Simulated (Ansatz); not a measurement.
`C[Se][GeH2][F]` + `C[O][Ge]([CH3])([OH])[Cl]` → `C[O][Ge]([CH3])([Cl])[Se]C` + `[OH][GeH2][F]`  (redistribution)

Gas-phase electronic energies from Ansatz, PBE0-D4/def2-TZVP geometries. CCSD(T)/CBS is the MP2 limit (def2-TZVPP, def2-QZVPP) plus CCSD(T) − MP2 in def2-TZVPP, frozen cores. Functionals use def2-TZVPP. For Ge, Se outer-core shells are correlated without core-valence functions, which leaves a few kJ/mol of doubt a bond. Scalar relativity is left out up to krypton. One conformer a species, not always the lowest.

CCSD(T)/CBS gives +1.9 kJ/mol.

Another level gave +6.2 kJ/mol. Which?
A. PBE-D4/def2-TZVPP
B. r2SCAN/def2-TZVPP
C. MP2/def2-TZVPP
D. HF/def2-TZVPP

B. r2SCAN 6.2, HF/def2-TZVPP 10.4, PBE-D4 2.0, MP2/def2-TZVPP -3.2 kJ/mol.

Largest T1 diagnostic among the species: 0.012.

In def2-TZVPP, CCSD(T) changes the Hartree–Fock value by −9.3 kJ/mol (the triples alone add −1.8 kJ/mol) and MP2 by −13.6 kJ/mol. The D4 term adds −7.1 kJ/mol with B3LYP and −4.3 kJ/mol with PBE0; it sums over pairs of atoms, weighted by their polarisabilities, and B3LYP, whose exchange is more repulsive, gets the larger term.

B3LYP here is the variant with VWN-RPA as its local correlation; programs differ in this.
